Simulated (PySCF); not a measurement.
Isomers of C4H10N2OSi2, from PBE0-D3(BJ)/def2-SVP geometry optimisation, gas phase (PySCF 2.14.0). One conformer each, no zero-point energy, no frequencies.

Task: Which isomer lies lower at this level?
A. `CC1=NOC(N([SiH3])[SiH3])=C1`: A = 2141, B = 755.4, C = 567.8 MHz, dipole 2.95 D
B. `[NH2:1][Si@H:2]([O:3][SiH3:4])[n:5]1[cH:6][cH:7][cH:8][cH:9]1` with H–N1–Si2–O3 -90° and 68°, N1–Si2–O3–Si4 -48°, N1–Si2–N5–C6 -34°: A = 1874, B = 818.3, C = 627.5 MHz, dipole 2.74 D

Result: B. That is `N[Si@H](O[SiH3])n1cccc1`, 88.2 kcal/mol below the other.

| SMILES | mapped SMILES | E (Eh) | relative (kcal/mol) | relative (kJ/mol) | dipole (D) |
| --- | --- | --- | --- | --- | --- |
| N[Si@H](O[SiH3])n1cccc1 | [NH2:1][Si@H:2]([O:3][SiH3:4])[n:5]1[cH:6][cH:7][cH:8][cH:9]1 | -921.22946 | 0.0 | 0.0 | 2.74 |
| Cc1cc(N([SiH3])[SiH3])on1 | [CH3:1][c:2]1[cH:3][c:4]([N:5]([SiH3:6])[SiH3:7])[o:8][n:9]1 | -921.08895 | 88.2 | 368.9 | 2.95 |

As drawn, the lower has an N–H bond and an Si–O bond, which the higher lacks; the higher has an N–O linkage, which the lower lacks.
